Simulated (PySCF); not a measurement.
# Deuteron quadrupole couplings in `N1[SiH2]N[SiH2]N[SiH2]1`

Compound: H9N3Si3.
Z-matrix (Å and degrees, PBE0-D3(BJ)/def2-SVP geometry), rows numbered from 1:
```
N 
Si  1  1.7466
N   2  1.7463  1  110.72
Si  3  1.7354  2  120.05  1    46.90
N   4  1.7456  3  104.56  2    -6.70
Si  1  1.7351  2  119.90  3   -48.80
H   1  1.0146  2  118.06  3   112.02
H   2  1.4934  1  108.39  3  -118.60
H   2  1.4916  1  109.58  3   121.42
H   3  1.0147  2  118.13  1  -115.08
H   4  1.4970  3  115.60  2   109.32
H   4  1.4987  3  108.83  2  -130.01
H   5  1.0158  4  115.35  3   135.68
H   6  1.4984  1  108.59  2   133.23
H   6  1.4969  1  115.70  2  -106.10
```

Level: PBE0/pcSseg-1 (PySCF, non-relativistic); Q(2H) = 0.00286 b; rigid geometry, the same for H and D, with no vibrational averaging.

What are Vzz, η and χzz (234.96 MHz × Q × Vzz) at all hydrogens?

```tsv
atom	bonded to	bond length (Å)	Vzz (au)	η	χzz (kHz)
H7	N1	1.015	0.4158	0.14	279
H8	Si2	1.493	0.1382	0.03	93
H9	Si2	1.492	0.1402	0.03	94
H10	N3	1.015	0.4158	0.15	279
H11	Si4	1.497	0.1346	0.04	90
H12	Si4	1.499	0.1341	0.02	90
H13	N5	1.016	0.4101	0.15	276
H14	Si6	1.498	0.1343	0.03	90
H15	Si6	1.497	0.1347	0.04	91
```

Average by the element that carries the hydrogen.

on N: 278 kHz over 3 positions, mean bond length 1.015 Å; on Si: 91 kHz over 6 positions, mean bond length 1.496 Å.

Geometry: PBE0-D3(BJ)/def2-SVP, one conformer, isolated molecule. With so small a basis the couplings can be 20 % off.

The run behind these numbers computed NMR shieldings as well. Hardware: Arm Neoverse V1, one thread, shared host. Cost: 25 s wall.
